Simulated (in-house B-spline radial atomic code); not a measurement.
Values are calculated unless marked as measured or tabulated.
# Mg in an electron gas of r_s = 2.67: phase shifts, screening, friction and resistivity

A nucleus sits in a uniform electron gas with a rigid positive background. The Kohn-Sham equations are solved self-consistently in the spin-unpolarised LDA (PW92), non-relativistic, on B-splines with outgoing waves at the boundary and partial waves to l = 8. The model has no lattice, no bands and no magnetic solution. Atomic units; δ_l are the phase shifts at the Fermi level, counted so that each bound state adds π, and good to about 0.0005.

The density parameter is r_s = 2.67 bohr, near that of the valence electrons of Cu (1 per atom, density 8.96 g/cm³, mass 63.55 u, which gives r_s = 2.67).

| l | δ_l (rad) |
| --- | --- |
| 0 | 6.6537 |
| 1 | 3.7703 |
| 2 | 0.1576 |
| 3 | 0.0123 |
| 4 | 0.0011 |
| 5 | 0.0001 |
| 6 | 0.0000 |
| 7 | 0.0000 |
| 8 | 0.0000 |

Bound levels below the band bottom (hartree): s -45.64, s -2.603, p -1.417, s -0.0009671.

**Question.** Check the Friedel sum rule, and say where the screening charge sits.

**Answer.** k_F = (9π/4)^(1/3)/r_s = 0.71879. The rule is Z = (2/π) Σ (2l + 1) δ_l. The terms are s 4.236, p 7.201, d 0.502, f 0.055 and 0.007 beyond, in all 12.000 against Z = 12. Bound states hold 6 s, 6 p, 0 d electrons, so the scattering states carry 0.00 in all; where a term is smaller than its bound count, the bound level has drawn weight out of the band.

**Question.** Find the transport cross section and the electronic stopping of a 2 keV Mg ion (mass 24.3 u).

**Answer.** σ_tr = (4π/k_F²) Σ (l + 1) sin²(δ_l − δ_(l+1)). The terms for l = 0 to 3 are 0.0652, 0.4120, 0.0629, 0.0005, all together 0.5406, so σ_tr = 24.323 × 0.5406 = 13.149 bohr². With n = 3/(4π r_s³) = 0.01254, the friction coefficient is Q = n k_F σ_tr = 0.1185. For v well below v_F = 0.719, dE/dx = Q v; with 24801 eV per u at v = 1, v = √(2000/(24801 × 24.3)) = 0.0576, so dE/dx = 0.00683 hartree/bohr = 3.51 eV/nm. The largest term couples the p and d waves.

**Question.** What residual resistivity would 1 atomic per cent of such centres give in Cu?

**Answer.** Δρ = k_F n_i σ_tr/n in atomic units of 21.74 μΩ·cm. With one host atom per 1 electron, n_i/n = 0.01/1, so Δρ = 0.7188 × 0.01000 × 13.149 × 21.74 = 2.05 μΩ·cm. This is an atom added to the gas, as on an interstitial site.

**Question.** On a substitutional site the background of one host ion, a sphere holding 1 charge, is taken out. The phase shifts for l = 0 to 4 become 6.3805, 3.4725, 0.0875, 0.0057, 0.0003. What follows?

**Answer.** The Friedel sum is now 11.00, for Z − 1 = 11. The sum in σ_tr is 0.1899, so σ_tr = 4.62 bohr² and Δρ = 0.72 μΩ·cm per atomic per cent, 0.35 times the value above. A real host ion scatters too, so this model doesn't give zero even for the host's own atom.
